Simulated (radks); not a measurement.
Task: W I, 74 electrons, occupied as [Kr] 4d10 4f14 5s2 5p5.75 5d4 6s2 6d0.25 (fractional occupations, a model configuration). All-electron calculation, scalar-relativistic Kohn-Sham, LDA (Slater exchange, Perdew-Wang correlation), spin-polarised, spherical densities, point nucleus; open shells are filled with parallel spins first (spin-orbit coupling, left out, can overturn this in heavy ions). Program: a radial shooting solver on a logarithmic mesh with Libxc functionals. Some entries of the table are withheld. Estimate them.

orbital,occ.,eigenvalue (eV),<r^2> (bohr^2),<r> (bohr)
1s up,1,-69442.30,0.0004634,0.01835
1s down,1,-69442.27,0.0004634,0.01835
2s up,1,-11988.86,0.007126,0.07761
2s down,1,-11988.68,0.007126,0.07761
2p up,3,-10488.77,0.005895,0.06946
2p down,3,-10488.61,0.005895,0.06946
3s up,1,-2762.466,0.04629,0.2012
3s down,1,-2762.382,0.04629,0.2012
3p up,3,-2318.328,0.04704,0.2014
3p down,3,-2318.236,0.04704,0.2014
3d up,5,-1806.718,0.03900,0.1824
3d down,5,-1806.584,0.03900,0.1824
4s up,1,-571.2171,0.2285,0.4498
4s down,1,-571.0294,0.2284,0.4498
4p up,3,-425.4785,0.2603,0.4783
4p down,3,-425.2855,0.2602,0.4783
4d up,5,-240.7933,0.3036,0.5117
4d down,5,-240.5534,0.3032,0.5114
5s up,1,-82.3654,1.281,1.067
5s down,1,-80.6625,1.267,1.062
5p up,3,-46.5267,1.769,1.249
5p down,2.75,-44.4079,1.749,1.241
4f up,7,-36.0828,0.4671,0.6092
4f down,7,-35.6156,0.4584,0.6047
6s up,1,-7.8815,10.22,3.001
5d up,4,-7.4820,(1),1.965
6s down,1,-6.5143,11.57,3.185
5d down,0,-5.2166,(2),2.073
6p up,0,-2.7597,20.63,4.222
6p down,0,-2.1596,25.04,4.637
7s up,0,-0.7093,182.3,12.44
7s down,0,-0.6348,209.4,13.39
6d up,0.25,-0.2893,540.9,22.21
6d down,0,-0.2558,567.5,22.75

Result: 
(1) 5d up <r^2> (bohr^2): 4.632
(2) 5d down <r^2> (bohr^2): 5.289
